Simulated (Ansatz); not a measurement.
All numbers were calculated with Ansatz.

A structure relaxed at PBE0-D4/def2-TZVP, charge 0, multiplicity 2:

```csv
atom,x (Å),y (Å),z (Å)
C1,-0.617,1.455,0.632
C2,-0.662,0.175,0.389
Si3,0.709,-0.653,-0.549
F4,1.376,-1.785,0.367
H5,-1.210,2.228,1.103
H6,-1.524,-0.419,0.716
H7,0.178,-1.341,-1.752
H8,1.748,0.338,-0.906
```

Q: Give its formula and SMILES.

A: C2H4FSi, `[CH]=C[SiH2]F`.

Q: Summarise the bond lengths by kind.

A: 1 × C–C 1.303 Å; 2 × C–H 1.082 to 1.097 Å; 1 × C–Si 1.856 Å; 1 × F–Si 1.602 Å; 2 × H–Si 1.479 to 1.484 Å.
